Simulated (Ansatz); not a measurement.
Task: Name a neutral molecule of C, Cl, F, Se, Si and H with LUMO energy (ωB97M-V/def2-TZVPP) between 1.00 and 1.30 eV and HOMO–LUMO gap (B3LYP/def2-TZVPP) between 5.70 and 6.00 eV (Ansatz, PBE0-D4/def2-TZVP geometry).

Result: `C[Se][SiH](F)Cl` (1.16 eV, 5.97 eV). Other molecules can fit too; these were computed, each in one conformer that needn't be the lowest.

B3LYP here is the variant with VWN-RPA as its local correlation; programs differ in this.
